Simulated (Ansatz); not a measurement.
In5As6H18⁺, a cluster cut from wurtzite InAs (hydrogen-capped). Charge 1, multiplicity 1. Geometry r2SCAN-D4/def2-SVP, basis def2-TZVP, Ansatz.

| atom | x (Å) | y (Å) | z (Å) |
| --- | --- | --- | --- |
| As1 | 2.8144 | 0.1440 | -1.0062 |
| In2 | 1.0922 | 2.2467 | -1.1626 |
| In3 | -0.8429 | -1.0856 | -3.4774 |
| As4 | -1.1441 | 1.1486 | -1.9697 |
| As5 | 0.7627 | 2.4542 | 1.5319 |
| In6 | -3.3063 | 1.6963 | -0.4271 |
| In7 | 2.2160 | -2.2735 | -0.0011 |
| As8 | -0.0142 | -2.7177 | -1.3693 |
| As9 | 1.3173 | -1.4920 | 2.4240 |
| In10 | -0.3015 | 0.5594 | 3.1100 |
| As11 | -2.5106 | 0.0928 | 1.7155 |
| H12 | 3.3258 | -0.1276 | -2.4004 |
| H13 | 4.1263 | 0.5932 | -0.4058 |
| H14 | 1.8531 | 3.6375 | -1.8136 |
| H15 | 0.6613 | -0.9436 | -4.2966 |
| H16 | -2.3975 | -1.6688 | -3.8849 |
| H17 | -1.4186 | 2.1343 | -3.0909 |
| H18 | 2.0423 | 2.9382 | 2.1735 |
| H19 | -0.0619 | 3.6912 | 1.7940 |
| H20 | -3.0378 | 3.2341 | 0.2921 |
| H21 | -4.6570 | 0.8856 | -1.0915 |
| H22 | 3.4869 | -3.4168 | 0.0795 |
| H23 | 0.1271 | -4.1613 | -1.7918 |
| H24 | -1.0591 | -2.9532 | -0.3021 |
| H25 | 2.5374 | -1.3796 | 3.3087 |
| H26 | 0.7368 | -2.7247 | 3.0764 |
| H27 | -0.3265 | 0.8744 | 4.7919 |
| H28 | -2.4466 | -1.3867 | 1.4099 |
| H29 | -3.5751 | 0.0009 | 2.7836 |

```
run  HOMO (eV)  LUMO (eV)
  A      -9.25      -5.13
  B      -9.97      -4.57
  C     -10.79      -3.77
  D      -9.14      -5.56
  E     -10.12      -4.47
  F      -9.03      -5.33
```

In the def2 sets In takes a core potential; there is no spin–orbit coupling. Single mean-field runs in def2-TZVP are fitted with def2-universal-jkfit.

Question: The runs used BHLYP, LDA (SPW92), PBE, PBE0, r2SCAN, r2SCAN0. Estimate which is which.

Answer: A r2SCAN (0 % exact exchange); B PBE0 (25 % exact exchange); C BHLYP (50 % exact exchange); D LDA (SPW92) (0 % exact exchange); E r2SCAN0 (25 % exact exchange); F PBE (0 % exact exchange). Exact exchange lowers occupied and raises empty levels; among semilocal functionals meta-GGAs tend to open the gap a little, and such runs are hard to tell apart. The gap grows from 3.58 eV (LDA (SPW92)) to 7.02 eV (BHLYP).
